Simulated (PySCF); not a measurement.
C2H3F3O. Atoms are numbered in the order given.

```xyz
9

C     -0.0264     1.9368     0.0000
O     -0.7551     0.7218     0.0000
C     -0.0341    -0.4006     0.0000
F      0.7616    -0.4951     1.0727
F     -0.8599    -1.4284     0.0000
F      0.7616    -0.4951    -1.0727
H      0.6020     2.0180    -0.8999
H      0.6020     2.0180     0.8999
H     -0.7706     2.7408     0.0000
```
Charge 0, spin multiplicity 1.

Coordinates come from a PBE0-D3(BJ)/def2-SVP optimisation.

Method: TDDFT-CAM-B3LYP/def2-SVPD run with PySCF.

Vertical excitations. The molecule is in vacuum. State labels are in the subgroup Cs.

Computed excitation energies, oscillator strengths and character:
```tsv
state	symmetry	energy (eV)	λ (nm)	f	main pairs
S1	A"	9.03	137	0.009	HOMO→LUMO 94 %
S2	A"	9.64	129	0.021	HOMO→LUMO+1 73 %, HOMO→LUMO+2 11 %
S3	A'	10.21	121	0.016	HOMO−1→LUMO 90 %
S4	A"	10.48	118	0.006	HOMO→LUMO+2 78 %
S5	A'	10.57	117	0.051	HOMO→LUMO+3 93 %
S6	A'	10.82	115	0.041	HOMO−1→LUMO+1 69 %, HOMO−1→LUMO+2 14 %
S7	A"	11.09	112	0.028	HOMO→LUMO+4 42 %, HOMO→LUMO+5 24 %, HOMO→LUMO+9 15 %, HOMO→LUMO+1 12 %
S8	A"	11.26	110	0.009	HOMO→LUMO+5 47 %, HOMO→LUMO+4 32 %
S9	A'	11.44	108	0.016	HOMO→LUMO+6 94 %
S10	A'	11.69	106	0.060	HOMO−1→LUMO+2 66 %, HOMO−1→LUMO+1 12 %
T1	A"	8.85	140	0	HOMO→LUMO 89 %
T2	A"	9.19	135	0	HOMO→LUMO+1 61 %, HOMO→LUMO+2 12 %
T3	A'	9.88	125	0	HOMO−1→LUMO 78 %
T4	A'	10.23	121	0	HOMO→LUMO+3 68 %
```
Triplets are in the Tamm–Dancoff approximation, which puts them higher than full response would, so one can lie above its singlet here.
